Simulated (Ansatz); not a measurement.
Gas-phase electronic energies from Ansatz, PBE0-D4/def2-TZVP geometries. CBS: MP2 limit from def2 TZ/QZ plus the TZ coupled-cluster correction, frozen cores. This one scheme is used for every species. DFT in def2-TZVPP. Open shells (•) are unrestricted, without spin–orbit coupling. For Ge outer-core shells are correlated without core-valence functions, which leaves a few kJ/mol of doubt a bond. Scalar relativity is left out up to krypton.

`F[SiH](Cl)[GeH3]` + `[OH]`• → `F[Si](Cl)[GeH3]`• + H₂O  (hydrogen abstraction from the Si–H bond)

| species | ωB97M-V energy (Eh) |
| --- | --- |
| `F[SiH](Cl)[GeH3]` | -2928.93386 |
| `[OH]`• | -75.74185 |
| `F[Si](Cl)[GeH3]`• | -2928.28904 |
| H₂O | -76.43342 |

Work out ΔE.

ΔE = (-2928.28904) + (-76.43342) − (-2928.93386) − (-75.74185) = -0.04675 Eh = -122.7 kJ/mol. CCSD(T)/CBS gives -128.0 kJ/mol.

Largest T1 diagnostic among the species: 0.014.

From PBE to PBE0 (25 % exact exchange), in def2-TZVPP and without D4, ΔE moves by +21.0 kJ/mol. In def2-TZVPP, CCSD(T) changes the Hartree–Fock value by −71.9 kJ/mol (the triples alone add −7.4 kJ/mol) and MP2 by −94.7 kJ/mol.
